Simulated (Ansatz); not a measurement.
Clusters of 5 atoms, halide: gap (eV) at several levels, gas phase, relaxed structures; Ansatz. Clusters are the lowest isomers that short searches found in that spin, judged at the geometry's level. Core potentials for Au, Cs, Hg, I in the def2 sets, no spin–orbit coupling. HOMO and LUMO are taken over both spins. Singlets are spin-restricted. The structures are stationary points that may keep the symmetry of their start.

```csv
species,state,geometry,PBE-D4/def2-SVP,PBE-D4/def2-TZVP,PBE0-D4/def2-SVP,PBE0-D4/def2-TZVP
Cs3F2,doublet,PBE-D4/def2-TZVP,0.39,0.44,1.15,1.21
Zn2Br3,doublet,PBE-D4/def2-SVP,0.94,0.94,2.76,2.78
K2H3,doublet,PBE0-D4/def2-TZVP,0.43,0.47,1.20,1.26
H2Au3⁺,singlet,PBE-D4/def2-TZVP,2.94,2.90,5.00,4.98
Hg2F3,doublet,PBE0-D4/def2-SVP,0.79,0.81,2.82,2.87
K3I2⁺,singlet,r2SCAN-D4/def2-SVP,3.48,3.54,5.09,5.13
Cs3I2⁺,singlet,r2SCAN-D4/def2-SVP,3.25,3.37,4.83,4.93
```

(1) Estimate the column for r2SCAN-D4/def2-TZVP.

(1) Cs3F2 0.63; Zn2Br3 1.68; K2H3 0.60; H2Au3⁺ 3.32; Hg2F3 1.51; K3I2⁺ 4.44; Cs3I2⁺ 4.25.
